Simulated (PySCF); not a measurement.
# `InChI=1S/C7H19BP2Si/c1-6-2-4-10(8,5-3-9)7(6)11/h2-5,9H2,1,8,11H3/t10-/m0/s1`

Geometry:
```csv
atom,x (Å),y (Å),z (Å)
B1,-0.085,-1.670,-2.078
P2,0.102,-0.635,-0.474
C3,1.691,0.289,-0.235
C4,2.883,-0.648,-0.365
P5,4.530,0.206,-0.213
C6,-0.160,-1.511,1.139
C7,-1.486,-0.983,1.702
C8,-1.840,0.305,1.004
C9,-2.968,1.098,1.574
C10,-1.137,0.627,-0.086
Si11,-1.384,2.092,-1.240
H12,0.104,-0.910,-2.977
H13,0.742,-2.526,-1.992
H14,-1.202,-2.088,-2.028
H15,1.727,1.059,-1.012
H16,1.682,0.789,0.739
H17,2.847,-1.430,0.401
H18,2.859,-1.152,-1.336
H19,4.173,0.996,0.882
H20,4.223,1.233,-1.106
H21,0.669,-1.294,1.817
H22,-0.190,-2.588,0.971
H23,-2.290,-1.703,1.525
H24,-1.427,-0.827,2.783
H25,-2.746,1.377,2.605
H26,-3.147,1.999,0.995
H27,-3.878,0.498,1.586
H28,-0.461,1.977,-2.367
H29,-2.772,2.131,-1.707
H30,-1.079,3.319,-0.490
```

The calculation used PySCF, GIAO PBE/pcSseg-1 magnetisability, rotational g tensor and spin-rotation constants, non-relativistic, gas phase. Geometry: GFN2-xTB.

Problem. Give the nuclear spin-rotation constants along the inertial axes (H = +C I·J) beside the isotropic shieldings.

Solution. Rotational constants 1.0053, 0.3820, 0.3501 GHz. A star marks the isotopologue with that one atom substituted, in its own axes.
```
atom  isotope  Caa (kHz)  Cbb (kHz)  Ccc (kHz)  mean (kHz)  σ (ppm)
  B1      11B      0.113      0.039      0.042       0.065    147.7
  P2      31P      1.832      0.669      0.639       1.047    231.0
  P5      31P      1.115      0.532      0.471       0.706    441.8
 H12       1H     -0.100     -0.001     -0.027      -0.043     30.8
 H13       1H     -0.035     -0.025     -0.027      -0.029     30.7
 H14       1H     -0.019     -0.036     -0.024      -0.026     30.9
 H15       1H     -0.098      0.014     -0.045      -0.043     29.4
 H16       1H     -0.103     -0.048      0.010      -0.047     30.0
 H17       1H     -0.107      0.007     -0.042      -0.047     30.5
 H18       1H     -0.096     -0.042      0.005      -0.044     29.7
 H19       1H     -0.081     -0.044      0.005      -0.040     29.0
 H20       1H     -0.098      0.012     -0.040      -0.042     28.9
 H21       1H     -0.057     -0.037     -0.015      -0.036     29.8
 H22       1H     -0.114     -0.007     -0.019      -0.047     29.5
 H23       1H     -0.056     -0.024     -0.019      -0.033     28.7
 H24       1H     -0.118     -0.025      0.002      -0.047     28.8
 H25       1H     -0.110     -0.038      0.006      -0.048     29.7
 H26       1H     -0.098      0.011     -0.041      -0.043     29.4
 H27       1H     -0.021     -0.032     -0.032      -0.028     29.6
 H28       1H     -0.022     -0.023     -0.021      -0.022     27.3
 H29       1H      0.018     -0.033     -0.025      -0.013     27.3
 H30       1H     -0.092     -0.026      0.007      -0.037     27.3
  C3     13C*      0.176      0.083      0.069       0.109    133.3
  C4     13C*      0.149      0.054      0.050       0.084    167.1
  C6     13C*      0.169      0.060      0.060       0.096    152.9
  C7     13C*      0.189      0.063      0.077       0.110    136.2
  C8     13C*      0.399      0.185      0.091       0.225     11.9
  C9     13C*      0.145      0.066      0.053       0.088    158.6
 C10     13C*      0.348      0.152      0.071       0.191     55.2
Si11    29Si*     -0.545     -0.198     -0.194      -0.312    427.6
```
For the geometry as given, no vibrational averaging.
